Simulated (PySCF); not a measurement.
Job file and geometry (Å, from GFN2-xTB) of an NMR shielding run on SMILES c1(BCC=C)cccs1, C₇H₉BS, GIAO PBE0/pcSseg-1 NMR shielding, non-relativistic, gas phase (PySCF 2.14.0, density-fitted response routines); density fitting, a coarse starting grid and PySCF grid level 2 are the driver's defaults:

```
$ OMP_NUM_THREADS=1 python probes_run.py task.json out

{"job": {"kind": "nmr", "xc": "PBE0", "basis": "pcSseg-1"}, "charge": 0, "multiplicity": 1}
C      3.696296    -0.630475    -0.469784
C      2.767413     0.271984    -0.213568
C      1.346592     0.191256    -0.667686
B      0.300537    -0.045992     0.500799
C     -1.195971     0.004763     0.202668
C     -1.860623     0.263640    -0.976723
C     -3.259220     0.231590    -0.876329
C     -3.678916    -0.054625     0.389496
S     -2.372423    -0.285594     1.465641
H      3.486253    -1.508966    -1.058941
H      4.704303    -0.535695    -0.102847
H      3.010280     1.141469     0.384617
H      1.248035    -0.619466    -1.396449
H      1.096683     1.112165    -1.203804
H      0.657645    -0.272489     1.593644
H     -1.341138     0.472969    -1.895475
H     -3.928270     0.411937    -1.699086
H     -4.686235    -0.142153     0.747410
```

**Question.** What does the program print?

**Answer.** 
```
coarse grid: 15896 points
cycle   1  E = -694.4981014631  dE =  1.362e+00  |g| = 4.418e-01  |ddm| = 4.037e+00
cycle   2  E = -694.4792574943  dE =  1.884e-02  |g| = 5.174e-01  |ddm| = 9.567e-01
cycle   3  E = -694.5502030458  dE = -7.095e-02  |g| = 1.205e-01  |ddm| = 6.228e-01
cycle   4  E = -694.5541181907  dE = -3.915e-03  |g| = 3.511e-02  |ddm| = 1.627e-01
cycle   5  E = -694.5544082992  dE = -2.901e-04  |g| = 1.230e-02  |ddm| = 4.137e-02
cycle   6  E = -694.5544468873  dE = -3.859e-05  |g| = 5.294e-03  |ddm| = 1.999e-02
cycle   7  E = -694.5544543724  dE = -7.485e-06  |g| = 1.180e-03  |ddm| = 5.752e-03
final grid: 149760 points
cycle   8  E = -694.6096591526  dE = -3.621e-05  |g| = 1.013e-02  |ddm| = 3.696e-02
cycle   9  E = -694.6096347709  dE =  2.438e-05  |g| = 1.378e-02  |ddm| = 2.353e-02
cycle  10  E = -694.6096852723  dE = -5.050e-05  |g| = 1.948e-03  |ddm| = 1.594e-02
cycle  11  E = -694.6096863852  dE = -1.113e-06  |g| = 3.426e-04  |ddm| = 2.500e-03
cycle  12  E = -694.6096864106  dE = -2.535e-08  |g| = 1.285e-04  |ddm| = 3.633e-04
cycle  13  E = -694.6096864144  dE = -3.791e-09  |g| = 3.271e-05  |ddm| = 1.267e-04
cycle  14  E = -694.6096864146  dE = -2.808e-10  |g| = 1.016e-05  |ddm| = 4.560e-05
converged SCF energy = -694.6096864146

GIAO shielding tensors (ppm)
atom      isotropic    diamagn.    paramagn.     s11        s22        s33       span
  0 C       68.796     252.141    -183.345    -40.820     91.651    155.558    196.377
  1 C       37.573     254.487    -216.914    -88.599     40.269    161.050    249.648
  2 C      151.366     253.414    -102.049    136.699    151.548    165.849     29.150
  3 B       34.255     192.185    -157.930    -25.219     11.518    116.467    141.686
  4 C       29.554     258.974    -229.419    -47.646     -2.126    138.435    186.081
  5 C       42.225     251.779    -209.554    -40.981     15.879    151.777    192.758
  6 C       54.061     254.931    -200.870    -27.422     40.166    149.439    176.861
  7 C       35.784     266.012    -230.228    -64.811     27.214    144.947    209.758
  8 S      216.671    1057.467    -840.796     65.923    201.378    382.712    316.790
  9 H       26.438      31.210      -4.772     23.168     25.923     30.222      7.054
 10 H       26.474      26.938      -0.464     23.532     25.671     30.219      6.688
 11 H       25.095      29.928      -4.834     23.117     24.403     27.764      4.647
 12 H       29.199      34.196      -4.997     24.549     31.468     31.579      7.030
 13 H       28.830      33.138      -4.309     23.732     29.800     32.957      9.225
 14 H       24.893      31.381      -6.488     20.218     24.598     29.864      9.647
 15 H       23.617      33.550      -9.933     20.197     23.467     27.187      6.990
 16 H       24.243      30.255      -6.013     21.061     24.827     26.840      5.779
 17 H       23.720      30.349      -6.628     21.335     23.137     26.689      5.354
```

Size and cost of the density-fitted run: 205 basis functions, 66 s wall time on 1 thread of an Arm Neoverse N1, shared host; peak memory 0.91 GiB.
